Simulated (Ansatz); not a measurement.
Ag₂Cl. The state is a doublet with charge 0. Geometry PBE-D4/def2-TZVP; atoms count from 1.

```xyz
3

Ag    0.373    0.041    2.389
Ag   -0.366   -0.021   -2.390
Cl   -0.007   -0.021    0.001
```

In the def2 sets Ag takes a core potential; there is no spin–orbit coupling. No other spin state of charge 0 was run. Another isomer (doublet) lies 0.39 eV lower at PBE0-D4/def2-TZVP; other spin states weren't run for this one.

Q: Estimate the Mulliken populations from the PBE0/def2-TZVP orbitals of Ansatz.

A: 
```
atom  charge (e)  spin (α − β)  d electrons
 Ag1        0.18          0.53         9.96
 Ag2        0.18          0.53         9.96
 Cl3       -0.36         -0.06            –
```
Mulliken values and Mayer orders depend strongly on the basis.

Q: Where does the spin sit?

A: Summed by element: Ag 1.06, Cl -0.06, of 1 unpaired in all. Largest on single atoms: Ag1 0.53, Ag2 0.53, Cl3 -0.06.

Q: And the Mayer bond orders between bonded heavy atoms (over 0.3)?

A: Ag1–Cl3 0.57 (2.42 Å); Ag2–Cl3 0.57 (2.42 Å). Values over 0.3 also appear between atoms too far apart for a bond (Ag1–Ag2 0.40 at 4.84 Å); they arise where an orbital or an unpaired electron spreads over both atoms.
